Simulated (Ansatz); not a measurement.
Na₈H₇⁺, 15 atoms. Hardware: 4 threads of Arm Neoverse V2 on a shared host.

Correlated methods freeze 8 core orbitals; core or outer-core shells of Na are correlated, in sets that lack core-valence functions.

Q: How many basis functions does each of these Ansatz runs have, and roughly what does it cost? HSE06-D4/def2-TZVP, charge 1 singlet, energy, from earlier orbitals; PBE-D4/def2-TZVP, charge 1 singlet, energy and forces, from earlier orbitals; PBE0-D4/def2-TZVP, charge 1 singlet, energy, from earlier orbitals; PBE0-D4/def2-SVP, charge 1 singlet, energy, from earlier orbitals; PBE-D4/def2-SVP, charge 1 singlet, energy, from earlier orbitals; CCSD(T)/def2-SVP, charge 1 singlet, energy, from earlier orbitals; ωB97M-V/def2-TZVP, charge 1 singlet, energy, from earlier orbitals; MP2/def2-TZVP, charge 1 singlet, energy, from earlier orbitals; CAM-B3LYP-D4/def2-TZVP, charge 1 singlet, energy, from earlier orbitals; PBE0-D4/def2-SVP, charge 1 singlet, relaxation, 15 steps; r2SCAN-D4/def2-TZVP, charge 1 singlet, energy, from earlier orbitals.

A: Other jobs shared the machine, so times can vary by a factor of up to 3. A dash marks memory too small to be measured apart from the calling script's.

```json
{"run": "PBE-D4/def2-SVP, charge 1 singlet, energy, from earlier orbitals", "functions": "155", "fitting or Cholesky vectors": "1806", "wall time": "3.6 s", "peak host memory (GiB)": "–"}
{"run": "PBE0-D4/def2-SVP, charge 1 singlet, energy, from earlier orbitals", "functions": "155", "fitting or Cholesky vectors": "1437", "wall time": "4.6 s", "peak host memory (GiB)": "–"}
{"run": "PBE-D4/def2-TZVP, charge 1 singlet, energy and forces, from earlier orbitals", "functions": "298", "fitting or Cholesky vectors": "2524", "wall time": "8 s", "peak host memory (GiB)": "0.68"}
{"run": "MP2/def2-TZVP, charge 1 singlet, energy, from earlier orbitals", "functions": "298", "fitting or Cholesky vectors": "2634", "wall time": "12 s", "peak host memory (GiB)": "1.1"}
{"run": "HSE06-D4/def2-TZVP, charge 1 singlet, energy, from earlier orbitals", "functions": "298", "fitting or Cholesky vectors": "2596", "wall time": "12 s", "peak host memory (GiB)": "1.3"}
{"run": "CAM-B3LYP-D4/def2-TZVP, charge 1 singlet, energy, from earlier orbitals", "functions": "298", "fitting or Cholesky vectors": "2524", "wall time": "14 s", "peak host memory (GiB)": "1.6"}
{"run": "r2SCAN-D4/def2-TZVP, charge 1 singlet, energy, from earlier orbitals", "functions": "298", "fitting or Cholesky vectors": "2524", "wall time": "16 s", "peak host memory (GiB)": "0.76"}
{"run": "PBE0-D4/def2-TZVP, charge 1 singlet, energy, from earlier orbitals", "functions": "298", "fitting or Cholesky vectors": "2596", "wall time": "17 s", "peak host memory (GiB)": "1.6"}
{"run": "ωB97M-V/def2-TZVP, charge 1 singlet, energy, from earlier orbitals", "functions": "298", "fitting or Cholesky vectors": "2524", "wall time": "37 s", "peak host memory (GiB)": "1.9"}
{"run": "PBE0-D4/def2-SVP, charge 1 singlet, relaxation, 15 steps", "functions": "155", "fitting or Cholesky vectors": "1525", "wall time": "51 s", "peak host memory (GiB)": "–"}
{"run": "CCSD(T)/def2-SVP, charge 1 singlet, energy, from earlier orbitals", "functions": "155", "fitting or Cholesky vectors": "1437", "wall time": "2.7 min", "peak host memory (GiB)": "2.2"}
```
